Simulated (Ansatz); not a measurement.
AlBFH₃OSSi (`F[B]1[SiH2][O][Al]1[SH]`). Charge 0, multiplicity 1. The geometry is a stationary point of PBE0-D4/def2-TZVP. It is one conformer, not always the lowest.

```xyz
9

F    -0.878   -1.874   -1.679
B    -0.431   -1.057   -0.765
Si    0.244   -1.156    1.179
O     0.487    0.490    1.178
Al    0.011    1.033   -0.397
S     0.135    3.136   -0.954
H    -0.747   -1.560    2.215
H     1.518   -1.894    1.409
H    -0.339    2.881   -2.187
```

**Question.** What is the dipole moment at B3LYP/def2-TZVPP? (An estimate is asked.)

**Answer.** Computed: 1.74 D, with components (-0.63, -0.73, -1.45) D in this frame, pointing from negative to positive charge.

**Question.** And with PBE, r2SCAN, ωB97M-V? (An estimate is asked.)

**Answer.** The calculation gave: PBE 1.70 D, r2SCAN 1.71 D, ωB97M-V 1.75 D.

**Question.** Give the Mulliken charges with B3LYP, ωB97M-V, r2SCAN in def2-TZVPP. (Best estimate.)

**Answer.** Computed: 
```csv
atom,B3LYP,ωB97M-V,r2SCAN
F1,-0.19,-0.18,-0.21
B2,0.30,0.23,0.23
Si3,0.35,0.29,0.40
O4,-0.44,-0.43,-0.46
Al5,0.28,0.30,0.37
S6,-0.24,-0.24,-0.25
H7,-0.09,-0.04,-0.09
H8,-0.09,-0.04,-0.09
H9,0.11,0.12,0.12
```

B3LYP here is the variant with VWN-RPA as its local correlation; programs differ in this.
